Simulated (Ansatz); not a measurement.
Energy needed to pull apart CH5AsO (SMILES OC[AsH2]), closed shell, into free ground-state atoms, from the structure below (displaced at random from a GFN2-xTB minimum); no zero-point or spin–orbit terms; open-shell atoms are treated unrestricted, in their ground-state multiplicity.

O1  (-1.445, 0.750, -0.450)
C2  (-0.152, 0.601, 0.186)
As3  (0.996, -0.718, -0.877)
H4  (-1.914, -0.061, -0.220)
H5  (-0.217, 0.473, 1.264)
H6  (0.298, 1.573, -0.073)
H7  (0.348, -1.825, -0.120)
H8  (2.089, -0.727, 0.211)
(Å)

Program: Ansatz 0.2.0. Basis: def2-TZVPP. Cores are frozen in the correlated methods. Filled d shells of the heavier atoms are correlated. The def2 sets are not built for correlating such inner shells, so the correlated values are less sure here.

| method | atomization energy (eV) |
| --- | --- |
| PBE-D4 | 26.86 |
| BLYP-D4 | 26.54 |
| r2SCAN-D4 | 26.32 |
| PBE0-D4 | 26.16 |
| r2SCANh-D4 | 26.09 |
| wB97M-V | 26.31 |
| HF | ? |
| MP2 | 25.69 |
| CCSD | ? |
| CCSD(T) | 25.61 |

Q: What does HF give? (Judge from chemistry; the value comes from the calculation.)

A: Computed: 17.65 eV, which is about 7.97 eV less than CCSD(T)/def2-TZVPP.

Q: What does CCSD give? (To be estimated.)

A: By the calculation: 25.18 eV, which is about 0.44 eV less than CCSD(T)/def2-TZVPP.

In triple zeta the MP2 and coupled-cluster atomization energies are still short of their basis limit by a few kcal/mol a bond, whereas those of the functionals are nearly converged, so these differences are not deviations from converged CCSD(T).

T1 diagnostic: at most 0.012.

For scale, one of the runs: CCSD(T)/def2-TZVPP forces, 180 basis functions (an equivalent command: `ansatz run in.yaml --threads 4`). The run took 6.5 min on 4 CPU threads (shared host), with 3.4 GiB of host memory at its peak.
